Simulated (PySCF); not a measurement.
M06-2X on Zr²⁺ (zirconium, charge +2)

Configuration: [Kr] 4d2, high-spin 3F determinant. Computed with PySCF 2.14 in aug-cc-pVDZ-PP with ECP28MDF, with a scalar-relativistic core potential.

- Total energy: -45.9372 hartree
- One-electron energy: -71.4639 hartree
- Hartree (Coulomb) energy: 30.8934 hartree
- Exchange-correlation energy: -5.3667 hartree
- ⟨S²⟩: 2.0007
- ⟨L²⟩: 12.008
- Sum of ⟨r⟩: 14.84 bohr
- Sum of ⟨r²⟩: 25.88 bohr²
- Traceless quadrupole moment −½Σ⟨3z² − r²⟩ along its main axis: 0.00237 e·bohr²
- Time after the integrals: 1.1 s of wall time on 1 thread of Neoverse-V2 (shared host)

```json
{"shell": "4s α", "electrons": "1", "mean orbital energy (eV)": "-75.811", "spread (eV)": "0", "rms radius, mean of both spins (bohr)": "1.31"}
{"shell": "4s β", "electrons": "1", "mean orbital energy (eV)": "-74.135", "spread (eV)": "0", "rms radius, mean of both spins (bohr)": "1.31"}
{"shell": "4p α", "electrons": "3", "mean orbital energy (eV)": "-51.832", "spread (eV)": "0.001", "rms radius, mean of both spins (bohr)": "1.47"}
{"shell": "4p β", "electrons": "3", "mean orbital energy (eV)": "-50.084", "spread (eV)": "0", "rms radius, mean of both spins (bohr)": "1.47"}
{"shell": "4d α", "electrons": "2", "mean orbital energy (eV)": "-20.632", "spread (eV)": "0.000", "rms radius, mean of both spins (bohr)": "2.17"}
```

Energies and moments cover only the electrons outside the core potential.
